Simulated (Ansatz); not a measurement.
`CO[SiH]([O])Cl` radical. Total charge 0; spin multiplicity 2. Geometry: relaxed with PBE0-D4/def2-TZVP. It is one conformer, not always the lowest.

```xyz
9

C    -0.771    0.497    1.099
O     0.475    0.374    0.445
Si    0.732   -0.310   -0.996
O     2.162    0.220   -1.624
Cl    1.125   -2.312   -0.895
H    -1.598    0.583    0.386
H    -0.947   -0.369    1.742
H    -0.745    1.396    1.716
H    -0.434   -0.079   -1.873
```

Task: What is the dipole moment at r2SCAN/def2-TZVPP? (Best estimate.)

Result: Ansatz gave: 3.12 D, with components (-2.85, 0.42, 1.19) D in this frame, pointing from negative to positive charge.

Task: And with PBE, B3LYP, ωB97M-V? (Estimate.)

Result: Computed: PBE 3.32 D, B3LYP 3.14 D, ωB97M-V 3.02 D.

Task: Give the Mulliken charges with r2SCAN, PBE, B3LYP in def2-TZVPP. (An estimate is asked.)

Result: Computed: 
| atom | r2SCAN | PBE | B3LYP |
| --- | --- | --- | --- |
| C1 | 0.01 | -0.14 | -0.12 |
| O2 | -0.34 | -0.25 | -0.34 |
| Si3 | 0.72 | 0.59 | 0.71 |
| O4 | -0.29 | -0.27 | -0.28 |
| Cl5 | -0.21 | -0.16 | -0.21 |
| H6 | 0.06 | 0.09 | 0.10 |
| H7 | 0.07 | 0.11 | 0.11 |
| H8 | 0.07 | 0.12 | 0.12 |
| H9 | -0.09 | -0.09 | -0.09 |

B3LYP here is the variant with VWN-RPA as its local correlation; programs differ in this.
